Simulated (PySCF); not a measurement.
CH7O2PSi2.
InChI=1S/CH7O2PSi2/c2-1-3-6-4-5/h1,4H,6H2,5H3

Torsions of this conformer, `[O:1]=[CH:2][O:3][SiH2:4][PH:5][SiH3:6]`: O1–C2–O3–Si4 1°, C2–O3–Si4–P5 -57°, O3–Si4–P5–Si6 94°.

The closed-shell ground state was solved at several levels (PySCF, density fitting, gas phase, non-relativistic). The structure is a single PBE0-D3(BJ)/def2-SVP conformer in the gas phase; no vibrational or solvent corrections.

```csv
level,basis functions,HOMO (eV),LUMO (eV),gap (eV),dipole (D)
PBE0/def2-SVPD,194,-7.52,-0.62,6.90,1.35
PBE0/pcSseg-1,158,-7.56,-0.52,7.04,1.49
```

(1) What might CAM-B3LYP/pcSseg-2 (335 basis functions) give for the same quantities?

(2) Over all these levels, which gives the widest orbital gap and which the narrowest?

(3) How far do the dipole and the HOMO energy spread over the levels?

## Answers

(1) HOMO -8.76 eV, LUMO 0.53 eV, gap 9.29 eV, dipole 1.42 D.

(2) CAM-B3LYP/pcSseg-2 (range-separated hybrid) has the widest, 9.29 eV, and PBE0/def2-SVPD (global hybrid, 25 % exact exchange) the narrowest, 6.90 eV. Functional and basis both differ between the two, so the spread mixes both effects.

(3) The dipole runs from 1.35 to 1.49 D (mean 1.42 D) and the HOMO from -8.76 to -7.52 eV.
